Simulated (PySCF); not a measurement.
Electron correlation in He (helium, neutral)

1s2, closed-shell 1S. All numbers are calculated (PySCF 2.14, the non-relativistic Hamiltonian (point nucleus), in pcseg-2 (3s2p1d, 14 functions)). Frozen: nothing; 2 electrons correlated.

Total MP2 correlation energy: -32.86 mhartree.

Same-spin part 0.00 and opposite-spin part -32.86 mhartree; SCS-MP2 scales them by 1/3 and 6/5 to -39.43 mhartree.

With two correlated electrons CCSD is exact within the correlated space (frozen core and kept virtual orbitals).

```csv
level,correlation energy (mhartree)
CCSD,-38.83
```

Diagnostics: T1 = 0.0014, D1 = 0.0020, largest double amplitude 0.046.

Task: Is a single reference adequate?

Result: Yes: T1 lies below 0.03 and no double amplitude reaches 0.07.
